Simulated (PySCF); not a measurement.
MgFCl, SMILES [F][Mg][Cl]. The structure is a stationary point at B3LYP-D3(BJ)/def2-TZVP.

Computed equilibrium geometry at B3LYP-D3(BJ)/def2-TZVP (PySCF confirms it by a frequency run) as bond lengths and angles, and its point group:
point group C∞v.
Atoms: Mg1 F2 Cl3. Bond lengths (Å): Mg1–F2 1.750, Mg1–Cl3 2.176. Bond angles (°): F2–Mg1–Cl3 180.0.
Charge 0, spin multiplicity 1.
